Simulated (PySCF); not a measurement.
F₆OSi₂, SMILES F[Si](F)(F)O[Si](F)(F)F. Heavy atoms are numbered as in [F:1][Si:2]([F:3])([F:4])[O:5][Si:6]([F:7])([F:8])[F:9].

Geometry: B3LYP-D3(BJ)/def2-SVP. The values are those of a single conformer.

Level of theory: PBE0/pcSseg-1 in PySCF.

GIAO shieldings, no solvent; atoms alike by connectivity are averaged. δ = σ(ref) − σ: ¹⁹F against CFCl3 (σ = 167.2 ppm); ²⁹Si against TMS (σ = 352.7 ppm); ¹⁷O against H2O (σ = 334.2 ppm), references at their B3LYP-D3(BJ)/def2-TZVP geometries, non-relativistic.

```tsv
atoms	nucleus	count	δ (ppm)
F1	¹⁹F	6	-166.7
Si2	²⁹Si	2	-106.8
O5	¹⁷O	1	(withheld)
```

Q: Fill in the missing entries. (An estimate is asked for; the answer gives what the named calculation found.)

A: 
- O5, δ (ppm): 61.8
